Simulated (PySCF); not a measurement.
A structure optimised at PBE-D3(BJ)/def2-SVP, used in a PySCF frequency run:

```
N
C 1 1.4672
H 2 1.1110 1 111.32
H 2 1.1124 3 106.44 1 -121.34
H 2 1.1153 3 107.18 4 -114.67
Si 1 1.7562 2 116.71 3 -158.79
Si 1 1.7640 2 117.79 3 30.74
H 6 1.5009 1 108.63 2 174.29
H 7 1.5030 1 106.76 2 175.48
H 6 1.5093 8 110.25 9 132.63
H 6 1.5119 8 108.98 10 116.71
H 7 1.5124 9 108.85 1 119.50
C 7 1.8872 9 110.65 12 118.73
H 13 1.1085 7 110.84 9 58.47
H 13 1.1090 14 108.21 7 -122.87
H 13 1.1097 14 108.44 15 -116.26
```

Write its SMILES and formula.

C[SiH2]N(C)[SiH3], C2H11NSi2

What are its rotational constants (standard atomic weights)?

4.8912, 1.7220, 1.4655 GHz
